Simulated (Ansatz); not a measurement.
C2H6Sb (SMILES [CH3][Sb+][CH3]), charge +1, singlet, geometry from GFN2-xTB (core potentials on Sb); B3LYP5/def2-SVPD (Ansatz, a first-principles code).

Here is a job for Ansatz.
Ansatz 0.2 input:
```yaml
crystal:
  periodic: [false, false, false]
  atoms:
    - {symbol: Sb, position_ang: [0.25295567, 0.06544978, 0.31385498]}
    - {symbol: C, position_ang: [0.53979830, 0.01924174, -1.83543025]}
    - {symbol: H, position_ang: [0.49610308, -1.02015495, -2.15718984]}
    - {symbol: H, position_ang: [1.50676376, 0.43830075, -2.10179639]}
    - {symbol: H, position_ang: [-0.26065549, 0.57873176, -2.31646546]}
    - {symbol: C, position_ang: [-1.86924020, -0.36322167, 0.18592401]}
    - {symbol: H, position_ang: [-2.02990652, -1.17139200, -0.52555142]}
    - {symbol: H, position_ang: [-2.37177718, 0.53484285, -0.17005449]}
    - {symbol: H, position_ang: [-2.26461561, -0.63438742, 1.16149102]}
basis:
  gaussian:
    orbitals: def2-SVPD
hamiltonian:
  xc: b3lyp5
total_charge: 1
```

The log (banner, timings and long lists left out):

```
Functional definition: B3LYP5
1118 factors; their error is unknown
mean field evaluation 1: about -8676.3320 eV, gradient 9.1e1 eV
mean field evaluation 2: about -8615.6116 eV, gradient 1.4e2 eV
mean field evaluation 4: about -8697.9028 eV, gradient 6.2e0 eV
mean field evaluation 8: about -8698.0077 eV, gradient 6.3e-2 eV
mean field evaluation 16: about -8698.0602 eV, gradient 4.5e-5 eV
mean field -8698.06023868 eV, -319.6478180145 hartree, gradient 1.4e-5 eV, S^2 0.000000; 0 other end points of the search recorded, 0 dependent functions left out
reference -8698.06047052 eV, -319.6478265345 hartree; 20, 20 occupied and 100, 100 virtual orbitals, 1118 factors
Total energy: -8698.06047052 eV, -319.6478265345 hartree
```
